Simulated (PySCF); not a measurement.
C4H12PSi (charge +1).
Z-matrix (Å and degrees, PBE0-D3(BJ)/def2-SVP geometry), rows numbered from 1:
```
P 
Si  1  2.3332
C   2  1.8586  1  103.84
C   3  1.5539  2  118.41  1    59.31
C   4  1.5402  3   88.36  2   138.33
C   5  1.5395  4   89.42  3   -18.24
H   1  1.4128  2  113.65  3    53.78
H   1  1.4130  2  115.99  3   174.73
H   1  1.4126  2  113.03  3   -64.73
H   2  1.4874  1   99.64  3   119.27
H   2  1.4865  1  100.90  3  -124.74
H   3  1.1027  2  109.81  1   -69.89
H   4  1.1030  3  112.55  2    25.67
H   4  1.1004  3  116.89  2  -101.00
H   5  1.0997  4  111.47  3    94.78
H   5  1.0985  4  117.38  3  -139.20
H   6  1.0987  3  116.42  2    99.64
H   6  1.1019  3  112.72  2   -26.35
```

Method used: TDDFT PBE0/def2-SVPD, vertical, gas phase, core orbitals frozen in the response in PySCF 2.14.0, density-fitted response routines.

Each state is given a Gaussian of 0.5 eV full width at half maximum, with ε(max) = 2.175×10⁸ f / Δν̃ (Δν̃ the width in cm⁻¹). The width is an assumption, not a result. The curve ends short of the highest state used, and states not computed would add to its high-energy end.

(λ (nm), ε (L mol⁻¹ cm⁻¹)): (191.0, 3245), (191.7, 3466), (192.4, 3677), (193.1, 3868), (193.8, 4033), (194.5, 4166), (195.2, 4263), (195.9, 4319), (196.6, 4332), (197.3, 4303), (198.0, 4232), (198.7, 4122), (199.4, 3976), (200.1, 3799), (200.8, 3596), (201.5, 3373), (202.2, 3135), (202.9, 2888), (203.6, 2638), (204.3, 2389), (205.0, 2146), (205.7, 1912), (206.4, 1690), (207.1, 1482), (207.8, 1290), (208.5, 1114), (209.2, 956), (209.9, 814), (210.6, 689), (211.3, 579), (212.0, 483), (212.7, 401), (213.4, 331), (214.1, 271), (214.8, 221), (215.5, 179), (216.2, 144), (216.9, 115), (217.6, 92), (218.3, 73), (219.0, 57), (219.7, 45), (220.4, 35), (221.1, 27), (221.8, 21), (222.5, 16), (223.2, 12), (223.9, 10), (224.6, 7), (225.3, 5), (226.0, 4), (226.7, 3), (227.4, 2), (228.1, 2), (228.8, 1), (229.5, 1)

**Question.** Locate the maxima and give the states behind the curve.

**Answer.** 196 nm (6.31 eV), ε about 4300, made up of S2 (38%) and S3 (57%) (ε in L mol⁻¹ cm⁻¹; maxima over ε = 5, shares over 10%). The states used: S1 6.15 eV (f 0.0042); S2 6.28 eV (f 0.031); S3 6.33 eV (f 0.046); S4 6.69 eV (f 0.0020); S5 6.73 eV (f 0.0009); S6 6.80 eV (f 0.0016); S7 6.82 eV (f 0.011); S8 6.90 eV (f 0.0006); S9 6.92 eV (f 0.0009); S10 7.09 eV (f 0.022).

**Question.** What would ε be at 6.31 eV, the highest of these maxima, with half the width (0.25 eV)?

**Answer.** About 8160 L mol⁻¹ cm⁻¹ against 4330, a factor of about 1.9; a lone state at its own centre would give exactly 2.

**Question.** On this curve, what absorbance would a 10⁻⁴ mol/L sample give at 222 nm over a 1 cm path?

**Answer.** 222 nm is 5.585 eV, where ε is about 20 L mol⁻¹ cm⁻¹, so A = ε c l ≈ 0.002 (Beer–Lambert, with the gas-phase spectrum and the assumed width).

**Question.** Coming from long wavelengths, where does ε first pass 100 L mol⁻¹ cm⁻¹?

**Answer.** At about 217 nm (5.71 eV), 0.45 eV below S1.

The vertical ionisation energy (ΔSCF) is 14.06 eV, 6.97 eV above S10.

One conformer stands for the species.
